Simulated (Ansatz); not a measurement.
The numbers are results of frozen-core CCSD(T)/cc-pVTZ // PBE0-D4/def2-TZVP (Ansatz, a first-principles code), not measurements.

Ansatz 0.2 input:
```yaml
crystal:
  periodic: [false, false, false]
  atoms:
    - { symbol: Al, position_ang: [-0.000005, -0.000004, -0.000274] }
    - { symbol: H, position_ang: [1.584, -0.075118, -0.000051] }
    - { symbol: H, position_ang: [-0.857066, -1.334235, 0.000531] }
    - { symbol: H, position_ang: [-0.726931, 1.409357, -0.000205] }
basis:
  gaussian: { orbitals: cc-pVTZ }
correlation:
  method: ccsd_t
```

Output:

```
Functional definition: HF
442 factors; integrals over basis functions are off by at most 1.3e-3 eV
mean field evaluation 1: about -6629.4533 eV, gradient 8.7e0 eV
mean field evaluation 2: about -6629.4592 eV, gradient 8.7e0 eV
mean field evaluation 4: about -6629.8988 eV, gradient 3.4e-1 eV
mean field evaluation 8: about -6629.8989 eV, gradient 7.3e-5 eV
mean field -6629.89886195 eV, -243.6442892698 hartree, gradient 1.8e-6 eV, S^2 0.000000; 0 other end points of the search recorded, 0 dependent functions left out
5 core orbitals not correlated
reference -6629.89886195 eV, -243.6442892698 hartree; 3, 3 occupied and 68, 68 virtual orbitals, 442 factors
second order -2.55337898 eV of doubles, -0.00000000 eV of singles
cycle   1  -3.00689518 eV  change   -4.5e-1 eV  update   5.1e-2
cycle   2  -3.19363163 eV  change   -1.9e-1 eV  update   1.8e-2
cycle   3  -3.19736629 eV  change   -3.7e-3 eV  update   3.4e-3
cycle   4  -3.19728312 eV  change    8.3e-5 eV  update   1.1e-3
cycle   5  -3.19703390 eV  change    2.5e-4 eV  update   3.2e-4
cycle   6  -3.19699993 eV  change    3.4e-5 eV  update   6.5e-5
cycle   7  -3.19702686 eV  change   -2.7e-5 eV  update   1.8e-5
cycle   8  -3.19703034 eV  change   -3.5e-6 eV  update   5.1e-6
perturbative correction -0.04281901 eV, -0.0015735697 hartree
Total energy: -6633.13871130 eV, -243.7633515373 hartree
```

Cost: roughly 1.1 core-seconds.
